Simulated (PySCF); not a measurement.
A PySCF script (with the pyscf-properties extension) for the NMR shieldings of SMILES C(C=O)#CC(=O)[O-], [C4HO3]-, on a GFN2-xTB geometry:

```python
import basis_set_exchange as bse
import numpy as np
from pyscf import gto, dft
from pyscf.prop import nmr

atoms = """
O     2.744889   -0.973215   -0.092310
C     1.982000   -0.247152    0.520368
C     0.612567   -0.043301    0.300792
C    -0.553296    0.241721    0.082892
C    -2.064960    0.250671    0.212929
O    -2.752248    1.021754   -0.436830
O    -2.328830   -0.618057    1.058482
H     2.368936    0.376991    1.363946
"""
names = dict.fromkeys(["O", "C", "H"], "pcSseg-1")
basis = {el: gto.basis.parse(bse.get_basis(n, elements=[el], fmt="nwchem")) for el, n in names.items()}
mol = gto.M(atom=atoms, basis=basis, charge=-1, verbose=0)
mf = dft.RKS(mol, xc="PBE0")
mf.grids.level = 2
mf.grids.alignment = dft.numint.BLKSIZE   # the property module wants whole blocks of grid points
mf.conv_tol = 1e-9
mf.kernel()

calc = nmr.RKS(mf)   # GIAO
C = mf.mo_coeff
Co = C[:, mf.mo_occ > 0]
resp = mf.gen_response(singlet=True, hermi=2)
def vind(x):   # induced exchange potential for any number of trial vectors
    d = np.einsum("pi,xij,qj->xpq", C, 2 * x.reshape(-1, C.shape[1], Co.shape[1]), Co, optimize=True)
    return np.einsum("xpq,pi,qj->xij", resp(d - d.transpose(0, 2, 1)), C, Co, optimize=True).ravel()
mo1, _ = nmr.rhf.solve_mo1(calc, with_cphf=vind)
sigma = calc.kernel(mo1)
for i, s in enumerate(sigma):   # ppm
    print("%2d %-2s %9.2f" % (i, mol.atom_pure_symbol(i), np.trace(s) / 3))
```

Problem. What does it print?

Solution. 
```
 0 O    -297.38
 1 C       7.58
 2 C      96.08
 3 C      62.95
 4 C      32.28
 5 O      -9.14
 6 O     -88.16
 7 H      22.17
```

These numbers come from an equivalent density-fitted implementation of the same equations, which agrees with the script to about 0.01 ppm for H and up to a few tenths of a ppm for heavy atoms, so last digits may differ.

Problem. Turn these shieldings into chemical shifts. δ = σ(ref) − σ, references computed at the same level: 17O (σ = 336.08 ppm) vs H2O; TMS for 13C (σ = 186.93 ppm) and 1H (σ = 31.72 ppm).

Solution. Averaging equivalent atoms: O 0: 633.5; O 5/6: 384.7; C 1: 179.3; C 4: 154.6; C 3: 124.0; C 2: 90.8; H 7: 9.54 ppm. Unscaled 17O shifts of doubly bonded oxygen tend to come out too high, by tens of ppm or more. Experimental scales use liquid or dissolved standards, which lie at an offset from isolated H2O (liquid H2O: subtract about 36 ppm).

Size and cost of the density-fitted run: 124 basis functions, 8.7 s wall time on 1 thread of an Arm Neoverse V1, shared host; peak memory 0.57 GiB.
